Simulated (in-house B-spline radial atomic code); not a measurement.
Results of a calculation; reference values are marked as such.
# Hf in an electron gas of r_s = 2: phase shifts, screening, friction and resistivity

A nucleus sits in a uniform electron gas with a rigid positive background. The Kohn-Sham equations are solved self-consistently in the spin-unpolarised LDA (PW92), non-relativistic, on B-splines with outgoing waves at the boundary and partial waves to l = 8. The model has no lattice, no bands and no magnetic solution. Atomic units; δ_l are the phase shifts at the Fermi level, counted so that each bound state adds π, and good to about 0.0005. Heavy atoms are models without relativity.

The density parameter is r_s = 2 bohr, near that of the valence electrons of Si (4 per atom, density 2.33 g/cm³, mass 28.09 u, which gives r_s = 2.01).

```tsv
l	δ_l (rad)
0	14.6762
1	12.1116
2	7.9105
3	3.1981
4	0.0118
5	0.0022
6	0.0002
7	-0.0002
8	-0.0003
```

Bound levels below the band bottom (hartree): p -12.3, d -7.006, s -1.402, p -0.6195, f -0.2042 and deeper ones.

(1) Check the Friedel sum rule, and say where the screening charge sits.

(2) Find the transport cross section and the electronic stopping of a 1 keV Hf ion (mass 178.49 u).

(3) What residual resistivity would 1 atomic per cent of such centres give in a metal of this density?

(4) On a substitutional site the background of one host ion, a sphere holding 4 charges, is taken out. The phase shifts for l = 0 to 4 become 14.3420, 11.8408, 7.0974, 3.0940, -0.0157. What follows?

Results:

(1) k_F = (9π/4)^(1/3)/r_s = 0.95958. The rule is Z = (2/π) Σ (2l + 1) δ_l. The terms are s 9.343, p 23.131, d 25.180, f 14.252 and 0.080 beyond, in all 71.986 against Z = 72. Bound states hold 10 s, 24 p, 20 d and 14 f electrons, so the scattering states carry 3.99 in all; where a term is smaller than its bound count, the bound level has drawn weight out of the band.

(2) σ_tr = (4π/k_F²) Σ (l + 1) sin²(δ_l − δ_(l+1)). The terms for l = 0 to 3 are 0.2976, 1.5212, 3.0000, 0.0080, all together 4.8272, so σ_tr = 13.647 × 4.8272 = 65.879 bohr². With n = 3/(4π r_s³) = 0.02984, the friction coefficient is Q = n k_F σ_tr = 1.8865. For v well below v_F = 0.960, dE/dx = Q v; with 24801 eV per u at v = 1, v = √(1000/(24801 × 178.49)) = 0.0150, so dE/dx = 0.02835 hartree/bohr = 14.6 eV/nm. The largest term couples the d and f waves.

(3) Δρ = k_F n_i σ_tr/n in atomic units of 21.74 μΩ·cm. With one host atom per 4 electrons, n_i/n = 0.01/4, so Δρ = 0.9596 × 0.00250 × 65.879 × 21.74 = 3.44 μΩ·cm. This is an atom added to the gas, as on an interstitial site.

(4) The Friedel sum is now 68.00, for Z − 4 = 68. The sum in σ_tr is 4.0883, so σ_tr = 55.79 bohr² and Δρ = 2.91 μΩ·cm per atomic per cent, 0.85 times the value above. A real host ion scatters too, so this model doesn't give zero even for the host's own atom.
